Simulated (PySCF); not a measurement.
Species: C₇H₁₁BO₂.
SMILES with atom numbers: `[CH:1]#[C:2][CH2:3][C@@H:4]([CH3:5])[B:6]1[O:7][CH2:8][CH2:9][O:10]1` (hydrogens: H11 on C1; H12, H13 on C3; H14 on C4; H15, H16, H17 on C5; H18, H19 on C8; H20, H21 on C9)

Structure used (PBE0-D3(BJ)/def2-SVP), in Å, numbered top down from 1:
```xyz
21
C7H11BO2 angstrom
C      4.1051    0.8804   -0.5354
C      2.9681    0.8573   -0.1171
C      1.5918    0.8148    0.3616
C      0.6853   -0.1344   -0.4405
C      1.1563   -1.5872   -0.3931
B     -0.8191    0.0110   -0.0131
O     -1.3046    1.0450    0.7395
C     -2.7012    0.8685    0.9044
C     -3.0279   -0.4425    0.1568
O     -1.7893   -0.8814   -0.3722
H      5.1143    0.9100   -0.9017
H      1.1723    1.8341    0.3430
H      1.5919    0.5160    1.4249
H      0.7171    0.1963   -1.4975
H      2.1864   -1.6839   -0.7692
H      0.5038   -2.2342   -0.9972
H      1.1423   -1.9760    0.6385
H     -2.9391    0.8145    1.9787
H     -3.2322    1.7380    0.4848
H     -3.7462   -0.2920   -0.6650
H     -3.4372   -1.2183    0.8237
```

The closed-shell ground state was solved at several levels (PySCF, density fitting, gas phase, non-relativistic).

```json
{"level": "PBE0/pcSseg-1", "basis functions": "225", "total energy (Eh)": "-448.1143", "HOMO (eV)": "-7.45", "LUMO (eV)": "0.83", "gap (eV)": "8.28", "dipole (D)": "2.97"}
{"level": "B3LYP/def2-SVPD", "basis functions": "294", "total energy (Eh)": "-448.3955", "HOMO (eV)": "-7.25", "LUMO (eV)": "-0.12", "gap (eV)": "7.13", "dipole (D)": "2.82"}
```

Question: Estimate the row for B3LYP/pcSseg-1, a basis of 225 functions; the other rows only guide the guess.

Answer: Total energy -448.6574 Eh, HOMO -7.20 eV, LUMO 0.57 eV, gap 7.77 eV, dipole 2.98 D.

Question: Over all these levels, which gives the widest orbital gap and which the narrowest?

Answer: PBE0/pcSseg-1 (global hybrid, 25 % exact exchange) has the widest, 8.28 eV, and B3LYP/def2-SVPD (global hybrid, 20 % exact exchange) the narrowest, 7.13 eV. Functional and basis both differ between the two, so the spread mixes both effects.

Question: How far do the dipole and the HOMO energy spread over the levels?

Answer: The dipole runs from 2.82 to 2.98 D (mean 2.93 D) and the HOMO from -7.45 to -7.20 eV.

One conformer stands for the species.
